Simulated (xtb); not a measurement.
silane (H$_{4}$Si), singlet, at a GFN2-xTB geometry, atoms displaced at random by about 0.06 Å a coordinate; xtb with GFN2-xTB.

Input for xtb:
```
$ xtb mol.xyz --gfn 2 --chrg 0 --uhf 0 --opt --json

# file mol.xyz
5

Si    -0.02409888    -0.00836963     0.05027064
H      0.92430359     0.76678827     0.86000307
H     -0.83824944    -0.80683863     0.72500832
H     -0.78865212     0.91945613    -0.88471470
H      0.88994204    -0.88305776    -0.78830249
```

Output, abridged:

```
   ID    Z sym.   atoms
    1   14 Si     1
    2    1 H      2-5

           -------------------------------------------------
          |                Calculation Setup                |
           -------------------------------------------------

           -------------------------------------------------
          |                 G F N 2 - x T B                 |
           -------------------------------------------------

          ...................................................
          :                      SETUP                      :
          :.................................................:
          :  # basis functions                  14          :
          :  # atomic orbitals                  13          :
          :  # shells                            7          :
          :  # electrons                         8          :
          :  max. iterations                   250          :
          :  Hamiltonian                  GFN2-xTB          :
          :  restarted?                      false          :
          :  GBSA solvation                  false          :
          :  PC potential                    false          :
          :  electronic temp.          300.0000000     K    :
          :  accuracy                    1.0000000          :
          :  -> integral cutoff          0.2500000E+02      :
          :  -> integral neglect         0.1000000E-07      :
          :  -> SCF convergence          0.1000000E-05 Eh   :
          :  -> wf. convergence          0.1000000E-03 e    :
          :  Broyden damping             0.4000000          :
          :  net charge                          0          :
          :  unpaired electrons                  0          :
          ...................................................

 iter      E             dE          RMSdq      gap      omega  full diag
   1     -3.7253394 -0.372534E+01  0.567E+00    7.55       0.0  T
   2     -3.8006353 -0.752959E-01  0.188E+00    6.21       1.0  T
   3     -3.8009891 -0.353828E-03  0.881E-01    6.13       1.0  T
   4     -3.8010220 -0.328648E-04  0.129E-01    6.14       1.0  T
   5     -3.8010236 -0.163105E-05  0.240E-02    6.14       1.9  T
   6     -3.8010239 -0.246039E-06  0.105E-02    6.14       4.3  T
   7     -3.8010240 -0.917799E-07  0.486E-03    6.14       9.2  T
   8     -3.8010240 -0.250440E-07  0.806E-04    6.14      55.5  T
   9     -3.8010240 -0.474594E-09  0.389E-04    6.14     115.0  T

   *** convergence criteria satisfied after 9 iterations ***

         :::::::::::::::::::::::::::::::::::::::::::::::::::::
         ::                     SUMMARY                     ::
         :::::::::::::::::::::::::::::::::::::::::::::::::::::
         :: total energy              -3.751949490084 Eh    ::
         :: gradient norm              0.133625361546 Eh/a0 ::
         :: HOMO-LUMO gap              6.139945119671 eV    ::
         ::.................................................::
         :: SCC energy                -3.801023955996 Eh    ::
         :: -> isotropic ES            0.009875840590 Eh    ::
         :: -> anisotropic ES          0.003832195585 Eh    ::
         :: -> anisotropic XC          0.004153748573 Eh    ::
         :: -> dispersion             -0.001516787056 Eh    ::
         :: repulsion energy           0.049074465913 Eh    ::
         :: add. restraining           0.000000000000 Eh    ::
         :: total charge               0.000000000000 e     ::
         :::::::::::::::::::::::::::::::::::::::::::::::::::::

      -----------------------------------------------------------
     |                   =====================                   |
     |                        A N C O P T                        |
     |                   =====================                   |
     |               Approximate Normal Coordinate               |
     |                Rational Function Optimizer                |
[...]
 * total energy  :    -3.7519495 Eh     change       -0.1530291E-09 Eh
 * total energy  :    -3.7632636 Eh     change       -0.1131410E-01 Eh
 * total energy  :    -3.7637684 Eh     change       -0.5048226E-03 Eh
 * total energy  :    -3.7638452 Eh     change       -0.7682218E-04 Eh
 * total energy  :    -3.7638861 Eh     change       -0.4088178E-04 Eh
 * total energy  :    -3.7638812 Eh     change        0.4926688E-05 Eh
 * total energy  :    -3.7638907 Eh     change       -0.9555218E-05 Eh
 * total energy  :    -3.7638907 Eh     change        0.8972251E-07 Eh
 * total energy  :    -3.7638909 Eh     change       -0.2541903E-06 Eh
   *** GEOMETRY OPTIMIZATION CONVERGED AFTER 9 ITERATIONS ***
         :: total energy              -3.763890911610 Eh    ::
[...]
         :: -> anisotropic XC          0.004260047620 Eh    ::
         :: -> dispersion             -0.001513836045 Eh    ::
         :: repulsion energy           0.037882803488 Eh    ::
         :: add. restraining           0.000000000000 Eh    ::
         :: total charge              -0.000000000000 e     ::
         :::::::::::::::::::::::::::::::::::::::::::::::::::::

           -------------------------------------------------
          |                Property Printout                |
           -------------------------------------------------

    * Orbital Energies and Occupations

         #    Occupation            Energy/Eh            Energy/eV
      -------------------------------------------------------------
         1        2.0000           -0.7084385             -19.2776
         2        2.0000           -0.4274350             -11.6311
         3        2.0000           -0.4274287             -11.6309
         4        2.0000           -0.4274194             -11.6307 (HOMO)
         5                         -0.1809461              -4.9238 (LUMO)
         6                         -0.1809324              -4.9234
         7                         -0.1809249              -4.9232
         8                         -0.0960600              -2.6139
         9                         -0.0960591              -2.6139
        10                          0.4368204              11.8865
        11                          0.6752704              18.3750
        12                          0.6752753              18.3752
        13                          0.6753271              18.3766
      -------------------------------------------------------------
                  HL-Gap            0.2464733 Eh            6.7069 eV
             Fermi-level           -0.3041827 Eh           -8.2772 eV

     #   Z          covCN         q      C6AA      α(0)
     1  14 Si       3.676     0.433    98.976    19.062
     2   1 H        0.919    -0.108     5.864     3.787
     3   1 H        0.919    -0.108     5.863     3.787
     4   1 H        0.919    -0.108     5.864     3.787
     5   1 H        0.919    -0.108     5.865     3.787

 Mol. C6AA /au·bohr⁶  :        381.595711
 Mol. C8AA /au·bohr⁸  :      13765.090305
 Mol. α(0) /au        :         34.211315

Wiberg/Mayer (AO) data.
largest (>0.10) Wiberg bond orders for each atom

 ---------------------------------------------------------------------------
     #   Z sym  total        # sym  WBO       # sym  WBO       # sym  WBO
 ---------------------------------------------------------------------------
     1  14 Si   3.635 --     5 H    0.909     4 H    0.909     3 H    0.909
                             2 H    0.909
     2   1 H    0.988 --     1 Si   0.909
     3   1 H    0.988 --     1 Si   0.909
     4   1 H    0.988 --     1 Si   0.909
     5   1 H    0.988 --     1 Si   0.909
 ---------------------------------------------------------------------------

Topologies differ in total number of bonds
Writing topology from bond orders to xtbtopo.mol

molecular dipole:
                 x           y           z       tot (Debye)
 q only:       -0.000      -0.000       0.000
   full:       -0.000      -0.000       0.000       0.001
molecular quadrupole (traceless):
                xx          xy          yy          xz          yz          zz
 q only:        0.000       0.000       0.000      -0.000      -0.000      -0.000
  q+dip:        0.000       0.000      -0.000       0.000      -0.000       0.000
   full:        0.000       0.000       0.000       0.000      -0.000      -0.000

optimized geometry written to: xtbopt.xyz

           -------------------------------------------------
          | TOTAL ENERGY               -3.763890911610 Eh   |
          | GRADIENT NORM               0.000038120659 Eh/α |
          | HOMO-LUMO GAP               6.706878697701 eV   |
           -------------------------------------------------

normal termination of xtb
```
